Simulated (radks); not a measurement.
Question: Radial electron density D(r) = 4 pi r^2 rho(r) of an atom or ion with 68 electrons. Method: scalar-relativistic Kohn-Sham, SCAN, spin-polarised, spherical densities, finite nucleus; meta-GGA in the generalised Kohn-Sham scheme; Fermi nuclear charge, rms radius of each element as measured or else 0.836 A^(1/3) + 0.57 fm; computed with a radial shooting solver on a logarithmic mesh with Libxc functionals.

r (bohr),D(r) (e/bohr),spin D(r)
0.000869,4.242,0.000164
0.001197,7.074,0.000272
0.001648,11.60,0.000443
0.002269,18.57,0.000701
0.003125,28.78,0.00107
0.004304,42.70,0.00153
0.005927,59.64,0.00202
0.008162,76.83,0.00235
0.01115,88.86,0.00223
0.01536,91.21,0.00146
0.02115,84.57,0.000513
0.02912,81.69,0.000867
0.04011,96.98,0.00364
0.05523,119.6,0.00584
0.07606,115.9,0.00447
0.1047,94.16,0.0234
0.1442,101.9,0.138
0.1986,104.8,0.486
0.2736,62.85,1.25
0.3767,52.46,2.29
0.5188,58.67,2.70
0.7145,34.39,2.14
0.9839,17.24,1.30
1.355,10.39,0.471
1.851,4.487,0.162
2.549,1.268,0.321
3.511,0.6212,0.511
4.835,0.4223,0.412
6.658,0.1685,0.168
9.169,0.03196,0.0319
12.63,0.002416,0.00241

What is the nuclear charge?

Answer: Z = 68. The innermost maximum, from 1s, lies near gamma/Z bohr with gamma = sqrt(1 - (Z/c)^2) = 0.868, here 0.0128 bohr (found: 0.0140), and its height grows with Z. The density is that of neutral erbium in [Xe] 4f12 6s1 6p1; the configuration itself is not fixed sharply by these data, and Z only to a few units. D(r) has 4 maxima, at r = 0.0140, 0.0628, 0.175, 0.475 bohr, and minima at 0.0269, 0.114, 0.337 bohr, inside which lie 1.93, 11.13, 29.54 electrons.
